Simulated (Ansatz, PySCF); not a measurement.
AlClH4O2Si, SMILES [OH][Al]([OH])[SiH2]Cl. Atoms are numbered in the order given.

```xyz
9

Si    -1.2796    -0.4080    -0.1910
Cl    -1.6396     1.6681    -0.2486
Al     1.1257    -0.6190     0.1480
O      1.7793    -2.1880     0.2550
O      2.1605     0.7325     0.2800
H     -1.7859    -0.9788    -1.4705
H     -2.1202    -0.9715     0.9022
H      2.7135    -2.3908     0.3856
H      1.8693     1.6513     0.2355
```

Geometry optimised at TPSSh-D3(BJ)/def2-SVP. The structure was generated by enumeration; whether it is a known compound was not checked. Other conformers were not sampled.

Two levels are set side by side: PBE-D3(BJ)/def2-SVP (Ansatz, a quantum-chemistry and plane-wave program) and TPSSh-D3(BJ)/def2-SVP (PySCF). Each level has its own optimised geometry; the coordinates shown are those of the second. Frequencies come from the Hessian of PySCF at each geometry. Differences are taken from unrounded values.

```
quantity                            TPSSh-D3(BJ)
----------------------------------  ------------
mean bond length (Å)                       1.608
bond Si1–Cl2 (Å)                           2.108
bond Si1–Al3 (Å)                           2.438
bond Al3–O4 (Å)                            1.703
bond Al3–O5 (Å)                            1.707
bond Si1–H6 (Å)                            1.490
bond Si1–H7 (Å)                            1.490
bond O4–H8 (Å)                             0.965
bond O5–H9 (Å)                             0.965
highest harmonic wavenumber (cm⁻¹)          3878
mean harmonic wavenumber (cm⁻¹)              965
zero-point energy (kcal/mol)               28.98
```

Question: What does PBE-D3(BJ) give, and how far is it from TPSSh-D3(BJ)? (An estimate is asked for; the answer gives what the named calculation found.)

Answer: 
```json
[
 {"quantity": "mean bond length (Å)", "PBE-D3(BJ)": "1.618", "PBE-D3(BJ) minus TPSSh-D3(BJ)": "0.009"},
 {"quantity": "bond Si1–Cl2 (Å)", "PBE-D3(BJ)": "2.113", "PBE-D3(BJ) minus TPSSh-D3(BJ)": "0.005"},
 {"quantity": "bond Si1–Al3 (Å)", "PBE-D3(BJ)": "2.441", "PBE-D3(BJ) minus TPSSh-D3(BJ)": "0.003"},
 {"quantity": "bond Al3–O4 (Å)", "PBE-D3(BJ)": "1.714", "PBE-D3(BJ) minus TPSSh-D3(BJ)": "0.011"},
 {"quantity": "bond Al3–O5 (Å)", "PBE-D3(BJ)": "1.719", "PBE-D3(BJ) minus TPSSh-D3(BJ)": "0.012"},
 {"quantity": "bond Si1–H6 (Å)", "PBE-D3(BJ)": "1.507", "PBE-D3(BJ) minus TPSSh-D3(BJ)": "0.017"},
 {"quantity": "bond Si1–H7 (Å)", "PBE-D3(BJ)": "1.507", "PBE-D3(BJ) minus TPSSh-D3(BJ)": "0.017"},
 {"quantity": "bond O4–H8 (Å)", "PBE-D3(BJ)": "0.971", "PBE-D3(BJ) minus TPSSh-D3(BJ)": "0.006"},
 {"quantity": "bond O5–H9 (Å)", "PBE-D3(BJ)": "0.971", "PBE-D3(BJ) minus TPSSh-D3(BJ)": "0.006"},
 {"quantity": "highest harmonic wavenumber (cm⁻¹)", "PBE-D3(BJ)": "3801", "PBE-D3(BJ) minus TPSSh-D3(BJ)": "-77"},
 {"quantity": "mean harmonic wavenumber (cm⁻¹)", "PBE-D3(BJ)": "938", "PBE-D3(BJ) minus TPSSh-D3(BJ)": "-28"},
 {"quantity": "zero-point energy (kcal/mol)", "PBE-D3(BJ)": "28.15", "PBE-D3(BJ) minus TPSSh-D3(BJ)": "-0.83"}
]
```

Exact exchange shortens and stiffens bonds; PBE has none. Differences between two approximate levels are no errors against the true value.
